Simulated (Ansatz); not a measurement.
Basis-set extrapolation for C$_{3}$H$_{5}$ClSi (`C#C[SiH2]CCl`) (PBE0-D4/def2-TZVP geometry, frozen core, the Gaussian-basis code of Ansatz). Multiplicity 1, RHF reference.

```tsv
	def2-TZVPP	def2-QZVPP
HF	-864.963720	-864.990424
MP2 correlation	-0.782503	-0.841641
CCSD(T) correlation	-0.870277	not run
```

Energies in hartree. Use E(X) = E(∞) + A·exp(−7.88·√X) for Hartree–Fock and E(X) = E(∞) + B·X^(−2.97) for correlation, with X = 3 and 4, and add CCSD(T) minus MP2 of the smaller set to the MP2 limit.

Problem. What is the CCSD(T) energy at the basis-set limit?

Solution. HF limit: -864.990424 + (-0.026704) × 0.13774 = -864.99410. MP2 limit: -0.841641 + (-0.059138) × 0.74074 = -0.88545. Higher-order term: -0.870277 − (-0.782503) = -0.08777. Total: -865.96732 hartree, 3.63 eV below CCSD(T)/def2-TZVPP.
